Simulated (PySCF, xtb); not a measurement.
C2H7BrSi, SMILES C[SiH](Br)C.

GFN2-xTB run with xtb 6.7.1 at its own geometry gives an orbital gap of 5.89 eV and a dipole moment of 5.71 D.

Geometry: PBE0-D3(BJ)/def2-SVP.

### Question
What does r2SCAN/def2-TZVP run with PySCF give? (The exact figures need the calculation; the answer reports its results.)

### Answer
gap 7.15 eV (levels -7.14 and 0.01 eV), dipole 2.27 D.
